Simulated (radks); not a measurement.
All-electron atom: neutral rhenium in [Xe] 4f11.5 5d5.5 6s2 6p2 (fractional occupations, a model configuration). Calculated with a radial shooting solver on a logarithmic mesh with Libxc functionals: Dirac Kohn-Sham, PBE, spin-unpolarised, spherical densities, finite nucleus; open shells fill j = l - 1/2 first; Fermi nuclear charge, rms radius 5.3698 fm.

Spin-orbit splittings of the eigenvalues, e(l+1/2) - e(l-1/2), with zeta = 2 splitting/(2l+1) and mean radii in bohr:

shell  occ.  splitting (eV)  zeta (eV)  <r> j=l-1/2  <r> j=l+1/2
2p        6            1439      959.5      0.06247      0.07055
3p        6           312.4      208.3       0.1870       0.2019
3d       10           67.77      27.11       0.1766       0.1811
4p        6           74.08      49.39       0.4423       0.4747
4d       10           13.86      5.545       0.4870       0.4978
4f     11.5           2.760     0.7885       0.5419       0.5487
5p        6           12.72      8.478        1.079        1.168
5d      5.5           1.385     0.5540        1.547        1.597
6p        2          0.9432     0.6288        3.465        3.887
